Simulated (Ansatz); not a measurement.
Total energies of SiH(NHEt)3 (C6H19N3Si) from Ansatz at PBE-D4/def2-TZVP, gas phase (1 Eh = 27.2114 eV = 2625.5 kJ/mol). The reference geometry is relaxed at r2SCAN-D4/def2-SVP.

Cartesian coordinates in Å:
```
Si -0.164 0.075 0.164
H 0.588 -0.549 -0.981
N -0.740 -1.193 1.187
C -1.182 -2.505 0.756
C -0.203 -3.622 1.107
H -0.595 -1.100 2.188
H -2.180 -2.746 1.178
H -1.327 -2.474 -0.340
H 0.776 -3.442 0.634
H -0.575 -4.606 0.776
H -0.044 -3.673 2.198
N -1.497 1.011 -0.420
C -1.468 1.886 -1.577
C -2.122 1.284 -2.818
H -2.428 0.739 -0.118
H -1.948 2.859 -1.346
H -0.412 2.126 -1.796
H -1.617 0.349 -3.109
H -2.088 1.980 -3.673
H -3.181 1.045 -2.623
N 0.885 1.125 1.047
C 2.284 0.882 1.343
C 3.240 1.737 0.516
H 0.569 2.074 1.223
H 2.491 1.038 2.421
H 2.491 -0.188 1.157
H 3.101 1.544 -0.560
H 4.292 1.534 0.775
H 3.054 2.810 0.691
```

```tsv
state	geometry	energy (Eh)
charge 0 singlet	reference	-693.39643
charge 1 doublet	reference	-693.12759
charge 1 doublet	relaxed at r2SCAN-D4/def2-SVP	-693.13761
free Si atom (triplet)	–	-289.22285
free H atom (doublet)	–	-0.49962
free N atom (quartet)	–	-54.53214
free C atom (triplet)	–	-37.79597
```

Question: Work out the vertical ionisation energy to the doublet.

Answer: E(charge 1 doublet) − E(charge 0 singlet) = -693.12759 − (-693.39643) = 0.26884 Eh = 7.32 eV. For comparison, −ε of the highest occupied level is 4.86 eV at this level, 2.46 eV less.

Question: How much does the charge 1 doublet relax, and what is the adiabatic ionisation energy?

Answer: Relaxation: -693.12759 − (-693.13761) = 0.01002 Eh = 0.27 eV. Adiabatic ionisation energy: 0.25882 Eh = 7.04 eV, without zero-point energy. 

Question: What is the binding energy per atom against free atoms?

Answer: Atoms: 1 × (-289.22285) + 19 × (-0.49962) + 3 × (-54.53214) + 6 × (-37.79597) = -689.08787 Eh. Binding: -689.08787 − (-693.39643) = 4.30856 Eh = 117.24 eV, or 4.04 eV for each of 29 atoms (no zero-point energy, no counterpoise term).
